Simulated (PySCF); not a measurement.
An unknown gives this computed stick spectrum. Theory: TDDFT PBE0/def2-SVPD, vertical, gas phase, core orbitals frozen in the response in PySCF 2.14.0, density-fitted response routines. Geometries: GFN2-xTB, one conformer each.

```
state  E (eV)       f  main configurations (H = HOMO, L = LUMO)
   S1    6.51   0.046                    H→L (86%), H-1→L (11%)
   S2    6.87   0.029        H-1→L (68%), H→L+1 (18%), H→L (9%)
   S3    6.91   0.039                  H→L+1 (76%), H-1→L (17%)
   S4    7.38   0.015                             H-1→L+1 (90%)
   S5    7.49  0.0057     H→L+3 (60%), H→L+4 (22%), H→L+2 (10%)
   S6    7.56   0.013                  H→L+2 (80%), H→L+3 (10%)
```

Triplets computed (Tamm–Dancoff): 5.79, 6.36 eV.

Problem. Which candidate is it?
A. `CCC[C@@H]1CC[SiH2]1`
B. `C=CP(C)C[SiH3]`
C. `C=C/C=C/C=C`

Solution. A. Its S1, at 6.51 eV, is the highest among the candidates; the nearest of the others has S1 at 5.10 eV. S1 is HOMO→LUMO (86%), HOMO-1→LUMO (11%). Löwdin shares by element: HOMO carbon 50% or more, silicon 20% (atoms not listed hold the other 30%); LUMO silicon 34%, hydrogen 23% or more, carbon 10% or more (atoms not listed hold the other 32%). At the same level the other candidates give, for their lowest levels:
- `C=CP(C)C[SiH3]`: 5.10 eV (f 0.129); 5.79 eV (f 0.056); 5.98 eV (f 0.025); 6.34 eV (f 0.011); 6.53 eV (f 0.029); T1 3.83 eV; HOMO -6.27, LUMO -0.28 eV
- `C=C/C=C/C=C`: 4.85 eV (f 1.092); 6.03 eV (f 0.000); 6.27 eV (f 0.000); 6.38 eV (f 0.011); 6.62 eV (f 0.000); T1 2.49 eV; HOMO -6.27, LUMO -1.42 eV

Conformer computed: `[CH3:1][CH2:2][CH2:3][C@@H:4]1[CH2:5][CH2:6][SiH2:7]1`: C1–C2–C3–C4 -178°, C2–C3–C4–C5 -67°.
